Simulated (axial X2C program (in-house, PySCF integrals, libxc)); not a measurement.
## Spectroscopic constants of CdB

Computed with an in-house relativistic program for diatomic molecules. Spin-free means the one-electron spin-free X2C Hamiltonian; two-component (2c) means X2C with spin–orbit coupling and atomic mean-field two-electron Coulomb and Gaunt terms, so the difference of the two also holds small scalar two-electron terms. Basis: Cd dyall-v3z [12s12p8d3f2g], B dyall-v3z [7s6p2d1f] (cores contracted in-house); Gaussian nuclei, density fitting, unrestricted open shells. Masses: Cd 113.903 u, B 11.009 u.

The run was started with this input:
```json
{
 "zs": [
  48,
  5
 ],
 "q": 0,
 "bas": [
  "dyall-v3z",
  "dyall-v3z"
 ],
 "levels": [
  "PBE0",
  "HF",
  "BP86",
  "TPSSh"
 ],
 "cc": false,
 "r0": 2.21,
 "npts": 10,
 "nst": 2,
 "ntry": 6
}
```
```bash
python so2c.py task.json out
```

Keys: zs atomic numbers; q charge; bas basis sets; levels methods; cc coupled cluster on or off; r0 starting distance in Å; npts points on the curve; nst determinants followed; ntry starts of the search. HF also brings MP2.

State, spin-free: M_S = 1/2, Λ = 1 (beyond evenly filled blocks: π+α); electrons by block: σα: 12, σβ: 12, π+α: 6, π+β: 5, π-α: 5, π-β: 5, δ+α: 2, δ+β: 2, δ-α: 2, δ-β: 2. Fragments: Cd + B.

State, 2c: Ω = 1/2 (⟨Sz⟩ = -0.50, ⟨Lz⟩ = 1.00 at PBE0); electrons by block: 1/2: 18, -1/2: 17, 3/2: 7, -3/2: 7, 5/2: 2, -5/2: 2. Fragments: Cd + B.

| Hamiltonian | level | Re (Å) | ωe (cm⁻¹) | ωexe (cm⁻¹) | Be (cm⁻¹) | αe (cm⁻¹) | De (eV) | k (mdyn/Å) | μ (D) |
| --- | --- | --- | --- | --- | --- | --- | --- | --- | --- |
| spin-free | PBE0 | 2.407 | 278.4 | 4.64 | 0.2898 | 0.00529 | 0.389 | 0.459 | -1.95 |
| spin-free | HF | 2.446 | 256.5 | 17.6 | 0.2806 | 0.0103 | -0.103 | 0.389 | -1.68 |
| spin-free | BP86 | 2.365 | 301.9 | 4.24 | 0.3003 | 0.00485 | 0.455 | 0.539 | -1.79 |
| spin-free | TPSSh | 2.393 | 288.7 | 4.15 | 0.2932 | 0.00489 | 0.283 | 0.493 | -2.03 |
| 2c | PBE0 | 2.398 | 282.2 | 4.67 | 0.2921 | 0.00528 | 0.400 | 0.471 | -1.94 |
| 2c | BP86 | 2.355 | 306.2 | 4.24 | 0.3027 | 0.00483 | 0.472 | 0.555 | -1.77 |
| 2c | TPSSh | 2.384 | 292.4 | 4.17 | 0.2954 | 0.00489 | 0.296 | 0.506 | -2.02 |

Dipoles are positive if B is the positive end.

The state is one determinant whose occupation by symmetry is held fixed; it was picked as the lowest of a PBE0 search that is not exhaustive. Dissociation energies refer to the lowest single-determinant-based atoms at the same level and basis. Density functionals use the spin component along the axis (collinear). In 2c an atomic determinant is not the ground J level, so De misses part of the atomic spin–orbit lowering. This holds for PBE0, BP86, TPSSh. Other states lie close and PBE0, whose exact exchange favours high spin, may order them wrongly; the determinant shown need not be the ground state. The nearest other spin-free determinant of the search, M_S = 1/2, Λ = 0, lies 0.47 eV up at the distance of the search. Without a current term, density functionals place determinants with orbital angular momentum somewhat too high. The atomic limit has a lower orbital projection than the molecule and lies lower at mean-field level, so De may be about a tenth of an eV too small. The bond is weak and the correlated curve of this state has no minimum in the scanned range, so this well may be an artefact of the functional. The determinant is spin-polarised beyond a pure state at some levels (its spin-free form has ⟨S²⟩ too high), which makes Re and μ there less reliable.

No reliable constants came from HF (2c), MP2 (2c), MP2 (spin-free): no minimum in range, unconverged points, a curve that is not smooth, a change of character along it, or the two Hamiltonians disagreeing along it.

Rough cost a point (2c) on 1 thread(s) of a shared host, integrals apart: PBE0 2.1 s, BP86 1.1 s, TPSSh 3 s.

The whole task took 4.3 min on 1 thread of Arm Neoverse N1, with other jobs on the host.
